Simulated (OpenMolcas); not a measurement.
Se I: the spin-orbit constant, worked from levels

```
Program             : OpenMolcas
Basis               : ANO-R2 [6s6p4d3f1g]
Scalar Hamiltonian  : X2C, finite nucleus
Active space        : 6 electrons in 8 orbitals (4s 4p 5s 5p)
State averaging     : 2S+1 = 3 even, 3 roots; 2S+1 = 1 even, 6 roots; 2S+1 = 3 odd, 1 root (0 in the spin-orbit step)
Spin-orbit coupling : RASSI with atomic mean-field integrals over the reference wave functions, term energies averaged over their components
```

Methods: CASSCF; SS-CASPT2, IPEA 0.25 Eh, imaginary shift 0.1 Eh (closed shells correlated: 3d). Measured levels: NIST Handbook of Basic Atomic Spectroscopic Data.

**The spin-orbit constant.** For the Hund term ³P of p4, E(J) = (A/2) J(J+1) + constant and ζ = -2S·A = -2A. From J = 0 to J = 2 the energy changes by 3 A.

| Source | E(2) - E(0) | A | ζ |
| --- | --- | --- | --- |
| CASSCF | -2266.2 | -755.4 | 1511 |
| SS-CASPT2 | -2317.3 | -772.4 | 1545 |
| measured | -2534.4 | -844.8 | 1690 |

All in cm-1. SS-CASPT2 is off by -8.6 % and CASSCF by -10.6 %. Both methods take the spin-orbit matrix elements from the reference wave functions, so the second can move ζ only through the term energies and any multistate remixing. Second-order mixing with other terms is absorbed into this ζ.

Some high roots are left out of the spin-orbit mixing, which shifts the levels that they would mix with. Active for correlation alone: 5p 5s; no level in the range computed is led by a configuration that fills them, so any true level of that kind is missing. Without dynamic correlation excited terms often stand tens of per cent too high (terms of higher spin than the ground term too low), and those without a measured partner can miss by more than the paired ones (holds for CASSCF). Computed and measured levels are paired by configuration, term and J; levels that our copy of the source lacks, or whose pairing is in doubt (as where it misses far off the trend of its configuration), stay unpaired and out of the deviations. Only configurations of the active space appear.
